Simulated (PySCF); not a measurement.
**Re3 at several levels of theory**

Computed with PySCF 2.14.0 (density fitting, no spin-orbit coupling) at the geometry relaxed with B3LYP:

```xyz
3
Re3 (quartet)
Re    1.1734   -0.0171    0.0000
Re   -0.5673    1.3257    0.0000
Re   -0.6061   -1.3086    0.0000
```

```
level                    basis    state  HOMO (eV)  gap (eV)  charge on Re1 (e)  dipole about the centre of mass (D)  largest force component (eV/Å)
B3LYP   Re def2-SVP with ECP60  quartet      -4.55      1.68               0.09                                 0.81                            0.03
   HF                 the same  quartet      -5.67      5.51               0.17                                 2.65                           11.26
 TPSS                 the same  quartet      -3.99      0.76               0.09                                 0.74                            0.18
M06-L                 the same  quartet      -3.69      0.64               0.03                                 1.27                            0.42
B3LYP  Re def2-TZVP with ECP60  quartet      -4.57      1.65               0.11                                 0.84                            0.27
B3LYP            Re x2c-SVPall  quartet      -4.67      1.68               0.17                                 0.85                            1.18
```

HOMO and gap are taken over both spins. Charges are Mulliken's, which hang on the basis. The relaxation used the grid (50, 194), these runs (75, 302) or, all-electron (x2c bases, spin-free X2C Hamiltonian), (99, 590).

What does BLYP with Re def2-SVP with ECP60 give here?

state quartet, HOMO (eV) -3.89, gap (eV) 0.56, charge on Re1 (e) 0.12, dipole about the centre of mass (D) 0.52, largest force component (eV/Å) 1.10. Time: 6.6 s on 2 threads of Arm Neoverse V2 (shared host), from an already converged density.

Open shells may have lower solutions than the one found.

Some runs are spin-contaminated.
